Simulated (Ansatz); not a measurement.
Program: Ansatz. Geometries: PBE0-D4/def2-TZVP. ΔE: electronic, gas phase. CCSD(T)/CBS is the MP2 limit (def2-TZVPP, def2-QZVPP) plus CCSD(T) − MP2 in def2-TZVPP, frozen cores. This one scheme is used for every species. DFT in def2-TZVPP. HSE06 is defined as in plane-wave codes. For Br outer-core shells are correlated without core-valence functions, which leaves a few kJ/mol of doubt a bond. Scalar relativity is left out up to krypton. One conformer a species, not always the lowest.

`FC[SiH2]Br` → `CF` + `[SiH]Br`  (silylene formation by 1,1-elimination)

```tsv
level	ΔE (eV)
HSE06	1.80
HF/def2-TZVPP	1.65
```

(1) What does CCSD(T)/CBS give? (Best estimate.)

Largest T1 diagnostic among the species: 0.011.

## Answers

(1) The calculation gave: +1.80 eV. The listed levels differ from it by 0.00, -0.15 eV.

In def2-TZVPP, CCSD(T) changes the Hartree–Fock value by +0.09 eV (the triples alone add +0.02 eV) and MP2 by +0.26 eV. From BLYP to BHLYP (50 % exact exchange), in def2-TZVPP and without D4, ΔE moves by +0.32 eV.
